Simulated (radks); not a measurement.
Results of a calculation; reference values are marked as such.
All-electron atom: Ar+ in [Ne] 3s2 3p5.

Level of theory: scalar-relativistic Kohn-Sham, r2SCAN, spin-polarised, spherical densities, finite nucleus; open shells are filled with parallel spins first; meta-GGA in the generalised Kohn-Sham scheme; Fermi nuclear charge, rms radius 3.4274 fm (a radial shooting solver on a logarithmic mesh with Libxc functionals).

Energy parts (eV):
total: -14389.800
kinetic: 14466.255
electron-nucleus: -34114.552
Hartree: 6090.981
exchange-correlation: -832.485

Orbitals (lengths in bohr, moments of r in powers of bohr; r(max) is where P^2 peaks):
orbital  occ.  eigenvalue (eV)   r(max)     <r^2>
1s up       1        -3150.262  0.05608  0.009894
1s down     1        -3149.961  0.05607  0.009892
2s up       1        -316.6192   0.3379    0.2018
2s down     1        -316.4798   0.3381    0.2018
2p up       3        -247.3970   0.2809    0.1756
2p down     3        -247.0851   0.2811    0.1756
3s up       1         -38.5339    1.164     2.168
3s down     1         -37.0340    1.166     2.198
3p up       3         -23.1988    1.261     2.802
3p down     2         -21.8062    1.267     2.879

The highest occupied level is 3p down at -21.806 eV. The electron density at the nucleus is 4349 e/bohr^3 (large components only). The spin density at the nucleus is 0.1599 e/bohr^3 (1s -0.2416, 2s 0.2276, 3s 0.1740). The density falls to 0.001 e/bohr^3 at r = 3.42 bohr. Spin moment in Bohr magnetons: 1. Summed over all electrons, <r^2> = 20.01 bohr^2, which gives a Langevin (diamagnetic) susceptibility term of -15.8 x 10^-6 cm^3/mol.
